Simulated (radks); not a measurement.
Spherical quantum dot in the effective-mass picture: electrons in a well V = -V0 / (1 + exp((r - R)/a)) with V0 = 18.6, R = 2.47, a = 0.18, with a point charge +2 (a donor) at the centre, all in effective atomic units (hartree* = m*/eps^2 hartree, bohr* = eps/m* bohr), one dielectric constant everywhere. Calculated with a radial shooting solver with Libxc functionals: non-relativistic Kohn-Sham, PBEsol, spin-polarised, spherical densities. Levels are named by radial order and angular momentum (1s, 1p, 1d, 2s, ...), and open shells are averaged over m.

N = 14, configuration 1s2 1p6 1d(up 4, down 0) 2s2. This is the lowest configuration that the search found. Occupied and some empty levels:

level,occupation,eigenvalue (hartree*),<r> (bohr*)
1s up,1,-11.410,1.175
1s down,1,-11.336,1.145
1p up,3,-10.522,1.541
1p down,3,-10.408,1.534
2s up,1,-9.6057,1.158
1d up,4,-9.5625,1.667
2s down,1,-9.5433,1.180
1d down,0,-9.4404,1.665
1f up,0,-8.3844,1.759
1f down,0,-8.2597,1.759
2p up,0,-7.3685,1.358
2p down,0,-7.2991,1.357
1g up,0,-7.0022,1.834
1g down,0,-6.8777,1.835

Energy (hartree*): total -199.818, kinetic 25.821, external -276.72, Hartree 59.444, exchange-correlation -8.3649.

Electron density:

r (bohr*),n(r) (e/bohr*^3)
0.140,3.416
0.296,1.872
0.452,1.062
0.608,0.6453
0.764,0.4484
0.920,0.3770
1.08,0.3731
1.23,0.3962
1.39,0.4135
1.54,0.4007
1.70,0.3463
1.86,0.2569
2.01,0.1568
2.17,0.07548
2.32,0.02787
2.48,0.007897
2.64,0.001796
2.79,0.0003546
2.95,0.00006543
3.10,0.00001176
